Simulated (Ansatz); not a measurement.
Reaction (formal exchange of groups at a C–F bond): `F[CH2][AlH][F]` + `CCl` → `[F][AlH][CH2]CCl` + H–F

Program: Ansatz. Geometries: PBE0-D4/def2-TZVP. ΔE: electronic, gas phase. CCSD(T)/CBS adds triple-zeta CCSD(T) − MP2 to the extrapolated MP2 energy (def2 sets, frozen cores). This one scheme is used for every species. Functionals use def2-TZVPP. Each species was taken in one conformer, which may not be the lowest.

```csv
level,ΔE (kJ/mol)
B2PLYP,-73.6
HF/CBS(def2),-58.4
```

Question: What does CCSD(T)/CBS give? (Estimate.)

Answer: Computed: -88.5 kJ/mol. The listed levels differ from it by 14.9, 30.1 kJ/mol.

Largest T1 diagnostic among the species: 0.012.

At CCSD(T), def2-SVP lies +9.8 kJ/mol from the extrapolated value and def2-TZVPP +3.5 kJ/mol. Leaving LDA and LC-ωPBE aside and taking each functional with its dispersion term where it has one, the values, not all of them listed here, spread over 20.2 kJ/mol, from PBE-QIDH to BLYP-D4. LDA lies −14.3 kJ/mol from PBE without D4.
